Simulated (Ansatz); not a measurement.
`C=NC[SeH]` + `[F][AlH2]` → `[F][AlH][SeH]` + `C=NC`  (formal exchange of groups at the Se–C bond)

Isolated molecules relaxed with PBE0-D4/def2-TZVP in Ansatz; ΔE leaves out vibrations. CCSD(T)/CBS is the MP2 limit (def2-TZVPP, def2-QZVPP) plus CCSD(T) − MP2 in def2-TZVPP, frozen cores. This one scheme is used for every species. Functionals use def2-TZVPP. For Se outer-core shells are correlated without core-valence functions, which leaves a few kJ/mol of doubt a bond. Scalar relativity is left out up to krypton. One conformer a species, not always the lowest.

`C=NC[SeH]`:

```xyz
9

C    -1.393   -0.439   -0.400
N    -0.781    0.520    0.143
C     0.497    0.235    0.719
Se    1.930    1.196   -0.205
H    -0.992   -1.461   -0.444
H    -2.367   -0.260   -0.852
H     0.536    0.636    1.734
H     0.751   -0.831    0.740
H     1.818    0.404   -1.436
```

`[F][AlH2]`:

Cartesian coordinates in Å:
```
F 0.143 -1.588 0.022
Al -0.005 0.055 0.000
H 1.109 0.883 0.746
H -1.246 0.651 -0.767
```

`[F][AlH][SeH]`:

Z-matrix (Å, degrees):
```
Al
F 1 1.647
Se 1 2.302 2 115.9
H 1 1.570 2 119.6 3 180.0
H 3 1.470 1 90.0 2 -180.0
```

`C=NC`:

Z-matrix (Å, degrees):
```
C
N 1 1.439
H 1 1.093 2 109.0
H 1 1.093 2 109.1 3 116.1
H 1 1.100 2 113.7 3 -121.9
C 2 1.257 1 117.9 3 121.5
H 6 1.090 2 119.4 1 -179.9
H 6 1.100 2 123.2 1 0.1
```

CCSD(T)/CBS gives -171.0 kJ/mol.

**Question.** Another level gave -170.1 kJ/mol. Which?
A. RPA@PBE/def2-TZVPP
B. CAM-B3LYP/def2-TZVPP
C. BHLYP/def2-TZVPP
D. SCS-MP2/def2-TZVPP

**Answer.** B. CAM-B3LYP -170.1, RPA@PBE/def2-TZVPP -157.9, BHLYP -175.1, SCS-MP2/def2-TZVPP -164.4 kJ/mol.

Largest T1 diagnostic among the species: 0.012.

From PBE to PBE0 (25 % exact exchange), in def2-TZVPP and without D4, ΔE moves by −5.0 kJ/mol. In def2-TZVPP, CCSD(T) changes the Hartree–Fock value by +11.2 kJ/mol (the triples alone add +2.2 kJ/mol) and MP2 by +11.1 kJ/mol.
